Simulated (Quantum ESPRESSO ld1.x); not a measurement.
Results of a calculation; reference values are marked as such.
Task: These are the eigenvalues of the occupied orbitals of an atom or ion with whole-number occupations (eV). Code: ld1.x of Quantum ESPRESSO 7.5. Model: non-relativistic Kohn-Sham, exchange-only LDA, spin-polarised, spherical densities, point nucleus.

| orbital | eigenvalue |
|---|---|
| 1s up | -13900.4 |
| 1s down | -13900.2 |
| 2s up | -1827.05 |
| 2s down | -1826.92 |
| 2p up | -1656.49 |
| 2p down | -1656.31 |
| 3s up | -276.916 |
| 3s down | -276.647 |
| 3p up | -216.291 |
| 3p down | -215.988 |
| 3d up | -107.126 |
| 3d down | -106.755 |
| 4s up | -44.6682 |
| 4s down | -42.3578 |
| 4p up | -30.6379 |
| 4p down | -28.3648 |

Which element is it, and in what charge state? The configuration may be excited. Open shells, if any, are filled with parallel spins first.

Result: Z = 36, krypton, charge +2: Kr2+ in [Ar] 3d10 4s2 4p4. The list shows which subshells hold electrons but not how many an open one holds; the 1s level, -510.83 hartree, gives Z - s = 32.0 by -(Z - s)^2/2, which with screening narrows Z to a few neighbours, and the depths of the outer levels then fix element, charge and occupations together.
